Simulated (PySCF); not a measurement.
A spin–spin coupling run with PySCF 2.14.0 with density-fitted response routines (density fitting, non-relativistic, gas phase) on `F[C@H](CC=C=C)C`, C$_{6}$H$_{9}$F:

```
$ OMP_NUM_THREADS=1 python probes_run.py task.json out

{"job": {"kind": "j", "xc": "B3LYP", "basis": "pcJ-1"}, "charge": 0, "multiplicity": 1}
C      3.247179     0.043418    -0.069155
C      2.001218     0.406369     0.092153
C      0.755113     0.772467     0.270087
C     -0.229652     0.056069     1.150898
C     -1.256187    -0.757667     0.371257
C     -2.142133     0.056129    -0.541519
F     -2.054983    -1.412381     1.292236
H      4.042919     0.435237     0.573821
H      3.536209    -0.663805    -0.854607
H      0.401141     1.657125    -0.276343
H     -0.776511     0.785092     1.773153
H      0.296356    -0.627144     1.833745
H     -0.726358    -1.532923    -0.212072
H     -2.902115    -0.589972    -1.003498
H     -1.554716     0.524491    -1.344654
H     -2.657992     0.847105     0.024862
```

Hardware: 1 thread of an Intel Xeon 6975P-C, shared host. The job also computes field gradients.

(1) How large is the calculation?

(2) How long does it take, and how much memory does it need?

(3) And these other runs on the same molecule and hardware: GIAO shielding at B97-2/pcSseg-1; GIAO shielding at PBE0/pcSseg-1?

## Answers

(1) 54 electrons, 279 basis functions and 990 auxiliary functions.

(2) 47 s of wall time, with 14 SCF cycles; peak memory 1.3 GiB. Times on a shared host scatter by some tens of per cent.

(3) B97-2/pcSseg-1: 164 functions, 14 s; PBE0/pcSseg-1: 164 functions, 14 s.
